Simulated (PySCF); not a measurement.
Input file for PySCF: R-BP86/LANL2DZ on H2Sn (SMILES [SnH2]), a point of a bond scan (R = 1.780 Å).

```python
from pyscf import gto, scf, dft, mp
from pyscf.data.elements import chemcore

mol = gto.M(
    atom='''
    Sn    0.00658915   -0.00056144    0.04773306
    H    -0.17502406   -1.25086405   -1.20678339
    H    -0.15443354    1.27893623   -1.17986985
    ''',
    basis='lanl2dz',
    ecp={'Sn': 'lanl2dz'},
    charge=0, spin=0, verbose=3, max_memory=1800)
mf = dft.RKS(mol, xc='b88,p86')
mf.conv_tol = 1e-8
mf.max_cycle = 100
mf.kernel()
if not mf.converged:
    mf = mf.newton().run(mf.mo_coeff, mf.mo_occ)
```

It printed:

```
converged SCF energy = -4.54365421176445
```

The calculation finished and met its thresholds.

Cost: around 0.6 core-seconds (rough).
